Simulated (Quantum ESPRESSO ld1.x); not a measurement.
Q: Coherent X-ray form factor from a spherical all-electron density. All-electron calculation, scalar-relativistic Kohn-Sham, LDA (Slater exchange, Perdew-Zunger correlation), spin-polarised, spherical densities, point nucleus. Program: ld1.x of Quantum ESPRESSO 7.5.

| sin(theta)/lambda (1/angstrom) | f0 (electrons) |
|---|---|
| 0.05 | 24.965 |
| 0.1 | 24.861 |
| 0.15 | 24.690 |
| 0.2 | 24.452 |
| 0.25 | 24.151 |
| 0.3 | 23.791 |
| 0.4 | 22.908 |
| 0.5 | 21.841 |
| 0.6 | 20.636 |
| 0.8 | 17.989 |
| 1 | 15.312 |
| 1.25 | 12.313 |
| 1.5 | 9.937 |
| 2 | 7.030 |

The species is in the configuration that NIST lists as its ground one. Which atom or ion scatters so?

A: The indium ion In24+, [Ar] 3d7. Extrapolating in s^2 from the first two rows gives f0(0) = 25.0, near the electron count 25; among species with that count, the fall with angle is slower the higher Z, and the table is that of Z = 49; from so few rows the species is fixed only to a neighbour or two.
